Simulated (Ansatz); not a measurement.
Cost and result for the atomization energy of Cl$_{2}$GeI (`[Cl][Ge]([Cl])[I]`) radical (4 atoms, 3 bonds).

Charge 0, multiplicity 2. Correlated methods include outer-core shells of Ge, I, which these sets cover unevenly. Scalar relativity is left out up to krypton. I: def2 effective core potential. The structure was optimised at the PBE0-D4/def2-TZVP level. Program: Ansatz. All runs use 4 threads of a server CPU on a shared host. Times are those of one run each, without the atoms' runs, and a repeat can differ threefold. Electronic energies, without spin–orbit coupling; frozen cores. CCSD(T)/CBS adds CCSD(T) − MP2 in def2-TZVPP to the MP2 limit, and its time is that of the two runs behind it. T1 = 0.012; ⟨S²⟩ of the reference is 0.77. With those shells the extrapolation isn't a true limit. B3LYP takes the VWN-RPA correlation (the form of Gaussian; ORCA's B3LYP/G). HSE06 is the plane-wave form, built on full-range PBE exchange.

CCSD(T)/CBS is a level of theory with its own doubt, some kJ/mol a heavy atom from the limit and from the frozen cores, so smaller differences don't rank the functionals.

| level | functions | wall time |
| --- | --- | --- |
| PBE0-D4/def2-TZVPP | 182 | 5.5 s |
| HSE06-D4/def2-TZVPP | 182 | 5.5 s |
| B3LYP-D4/def2-TZVPP (with forces) | 182 | 6 s |
| PBE-D4/def2-TZVPP (with forces) | 182 | 7 s |
| BLYP-D4/def2-TZVPP | 182 | 7 s |
| CAM-B3LYP-D4/def2-TZVPP | 182 | 7 s |
| CCSD(T)/def2-SVP | 94 | 7.5 s |
| B97M-V/def2-TZVPP | 182 | 8.5 s |
| ωB97X-V/def2-TZVPP | 182 | 12 s |
| ωB97M-V/def2-TZVPP (with forces) | 182 | 16 s |
| MP2/def2-QZVPP | 311 | 19 s |
| CCSD(T)/def2-TZVPP | 182 | 85 s |
| CCSD(T)/CBS(def2) | – | 100 s |

(1) What atomization energy does each give, and how far from CCSD(T)/CBS? (Best estimate.)

Results:

(1) Ansatz gave: 
```tsv
level	atomization (kJ/mol)	difference from CCSD(T)/CBS	per bond
PBE0-D4/def2-TZVPP	943.7	20.0	6.6
HSE06-D4/def2-TZVPP	945.5	21.8	7.2
B3LYP-D4/def2-TZVPP (with forces)	906.9	-16.8	-5.6
PBE-D4/def2-TZVPP (with forces)	975.3	51.6	17.2
BLYP-D4/def2-TZVPP	916.3	-7.4	-2.5
CAM-B3LYP-D4/def2-TZVPP	892.9	-30.8	-10.3
CCSD(T)/def2-SVP	800.8	-122.9	-41.0
B97M-V/def2-TZVPP	954.7	31.0	10.3
ωB97X-V/def2-TZVPP	927.1	3.4	1.1
ωB97M-V/def2-TZVPP (with forces)	914.8	-8.9	-3.0
MP2/def2-QZVPP	964.7	41.0	13.6
CCSD(T)/def2-TZVPP	884.3	-39.4	-13.2
CCSD(T)/CBS(def2)	923.7	0.0	0.0
```

From PBE to PBE0 (25 % exact exchange), in def2-TZVPP and without D4, the atomization energy moves by −29.2 kJ/mol: exact exchange takes away binding that semilocal exchange gives to molecules. At CCSD(T), def2-SVP lies −122.9 kJ/mol from the extrapolated value and def2-TZVPP −39.5 kJ/mol: correlation converges slowly with the basis, and small sets miss more of it in the bonded molecule than in its fragments. In def2-TZVPP, CCSD(T) changes the Hartree–Fock value by +270.6 kJ/mol (the triples alone add +35.9 kJ/mol) and MP2 by +328.3 kJ/mol; breaking electron pairs costs correlation energy, which Hartree–Fock lacks.

Spin–orbit coupling would lower the free I atoms strongly, and the atomization energy with them, by more than many differences here. For some Ge, Se and Sn compounds the MP2-based and the directly extrapolated limit differ by 10 to 25 kJ/mol.
